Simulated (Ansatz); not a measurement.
Frontier orbitals of H4InNOS, SMILES `[NH2][In]([OH])[SH]`.

The species carries charge 0 and has multiplicity 1. Correlated methods include outer-core shells of In, which these sets cover unevenly. In takes the def2 core potential. The structure was optimised at the PBE0-D4/def2-TZVP level. It is one conformer, not always the lowest. Basis def2-TZVPP, the Gaussian-basis code of Ansatz.

Orbital energies of one run (eV). Highest occupied ones, from the top: -6.40, -6.73, -7.40, -7.50, -8.39, -9.98, -10.58, -11.82, -12.22, -18.40, -19.41, -19.59, -19.70, -19.75. Empty: -2.11, -1.12, -0.35, -0.11, 0.56, 1.67.

**Question.** Which functional gave them?
A. B97M-V
B. r2SCANh
C. revPBE
D. ωB97M-V

**Answer.** A. HOMO energies: B97M-V -6.40, revPBE -6.00, ωB97M-V -9.68, r2SCANh -6.87 eV.
